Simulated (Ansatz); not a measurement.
Wavefunction ladder for F₃H₂InSe (`[F][In-]([F])([F])[SeH2+]`)

```xyz
7

F    -0.640    1.099    2.375
In   -0.127    0.981    0.512
F    -1.471    1.344   -0.848
F     1.732    1.307    0.035
Se   -0.005   -1.743   -0.053
H    -0.764   -1.482   -1.286
H     1.277   -1.506   -0.735
```

The species carries charge 0 and has multiplicity 1. Correlated methods include outer-core shells of In, Se, which these sets cover unevenly. Scalar relativity is left out up to krypton. In: def2 effective core potential. The geometry is a stationary point of PBE0-D4/def2-TZVP. It is one conformer, not always the lowest. Frozen core, restricted reference, Ansatz.

```csv
basis,HF (Eh),MP2 corr.,CCSD corr.,(T),CCSD(T) total
def2-SVP,-2888.07133,-0.90028,-0.91461,-0.01702,-2889.00296
def2-TZVPP,-2888.76777,-1.32497,-1.32487,-0.04080,-2890.13344
def2-QZVPP,-2888.83245,-1.89506,–,–,–
```
